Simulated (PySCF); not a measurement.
System: trichloro(fluoro)silane, sum formula SiCl3F, net charge 0, singlet state. 
Geometry from a B3LYP-D3(BJ)/def2-TZVP (Ansatz) optimisation:
SMILES: F[Si](Cl)(Cl)Cl
```xyz
5

Si    -0.0053    -0.0172     0.2458
F     -0.0394    -0.1275     1.8223
Cl     1.7954    -0.6816    -0.4000
Cl    -0.2722     1.9249    -0.2624
Cl    -1.4979    -1.1616    -0.5048
```

Dispersion corrections to the total energy (kcal/mol) from the dftd3 and dftd4 libraries through PySCF: D3(BJ) without and D4 with the three-body term, each with the damping fitted for the functional named.

```json
[
 {"functional": "BP86", "D3(BJ)": "-8.05", "D4": "-7.02"},
 {"functional": "B3LYP", "D3(BJ)": "…", "D4": "-8.24"},
 {"functional": "r2SCAN", "D3(BJ)": "…", "D4": "-1.08"},
 {"functional": "revPBE", "D3(BJ)": "-9.75", "D4": "…"},
 {"functional": "CAM-B3LYP", "D3(BJ)": "-3.97", "D4": "-4.40"},
 {"functional": "HSE06", "D3(BJ)": "-3.33", "D4": "-4.00"},
 {"functional": "BLYP", "D3(BJ)": "-9.81", "D4": "-10.83"}
]
```

Fill in the missing entries.


- B3LYP, D3(BJ): -8.18
- r2SCAN, D3(BJ): -1.12
- revPBE, D4: -12.78
